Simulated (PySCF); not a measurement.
Spectrum to structure. The calculation used PySCF, TDDFT CAM-B3LYP/def2-SVPD, vertical, gas phase, core orbitals frozen in the response. Geometries: GFN2-xTB, one conformer each.

```csv
state,E (eV),f
S1,6.88,0.019
S2,6.93,0.236
S3,7.54,0.0056
S4,7.82,0.0047
S5,8.05,0.012
S6,8.56,0.030
S7,8.59,0.0090
S8,8.64,0.017
```

Triplets computed (Tamm–Dancoff): 4.53, 6.72, 7.38 eV.

**Question.** Which structure fits? All have the formula C5H6F2O.
A. `FC1=C[C@@H](F)CCO1`
B. `C=C(/C(=C\OC)F)F`
C. `C[C@@H]1C[C@@]1(F)C(=O)F`

**Answer.** A. Its S1, at 6.88 eV, is the highest among the candidates; the nearest of the others has S1 at 6.06 eV. S1 is HOMO→LUMO (79%), HOMO→LUMO+3 (17%). Löwdin shares by element: HOMO carbon 58% or more, oxygen 19%, fluorine 6% or more (atoms not listed hold the other 17%); LUMO carbon 26% or more, hydrogen 17% or more (atoms not listed hold the other 57%). At the same level the other candidates give, for their lowest levels:
- `C=C(F)/C(F)=C\OC`: 5.24 eV (f 0.702); 6.04 eV (f 0.005); 6.41 eV (f 0.000); 6.89 eV (f 0.033); 6.92 eV (f 0.045); T1 2.92 eV; HOMO -7.60, LUMO 0.07 eV
- `C[C@@H]1C[C@@]1(F)C(=O)F`: 6.06 eV (f 0.002); 7.27 eV (f 0.310); 7.91 eV (f 0.011); 8.18 eV (f 0.005); 8.54 eV (f 0.006); T1 5.49 eV; HOMO -10.20, LUMO 0.27 eV
